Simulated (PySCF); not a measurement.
Level of theory: delta-SCF UKS SCAN, pcX-2 on the ionised atom, pcseg-1 elsewhere, spin-free X2C in PySCF 2.14.0. Geometries: PBE0-D3(BJ)/def2-SVP; isolated species, one conformer each. Kα1 is taken as the energy difference of the 1s-hole and 2p3/2-hole states at the ground state's geometry. Spin–orbit coupling isn't in the SCF: each 2p doublet comes from a relaxed spin-free hole plus a matrix of the shell (mean-field spin–orbit coupling and the ground-state 2p splitting), with 2p3/2 averaged over its two sublevels.

```tsv
site	Si 2p3/2 (eV)
Si2 in `[CH3:1][SiH2:2]/[CH:3]=[C:4](\[SiH3:5])[C:6]([F:7])([F:8])[F:9]`	106.75
Si2 in `[CH3:1][Si@H:2]1[CH2:3][Si@@H:4]([C:5]([F:6])([F:7])[F:8])[CH2:9]1`	106.47
silicon in `[C@H]1(F)CCO[Si@H]1C#CC`	107.07
```

**Question.** What are the Si 1s binding energies, and the Kα1 emission energies that follow?

**Answer.** 
```
                                                                       site     bonded to  1s (eV)  2p3/2 (eV)  Kα1 = 1s − 2p3/2 (eV)
Si2 in `[CH3:1][Si@H:2]1[CH2:3][Si@@H:4]([C:5]([F:6])([F:7])[F:8])[CH2:9]1`     3 C and H  1846.28      106.47                1739.81
   Si2 in `[CH3:1][SiH2:2]/[CH:3]=[C:4](\[SiH3:5])[C:6]([F:7])([F:8])[F:9]`   2 C and 2 H  1846.54      106.75                1739.79
                                       silicon in `[C@H]1(F)CCO[Si@H]1C#CC`  O, 2 C and H  1847.01      107.07                1739.94
```

Ranges: 1s 0.73 eV, 2p3/2 0.60 eV, Kα1 0.15 eV.
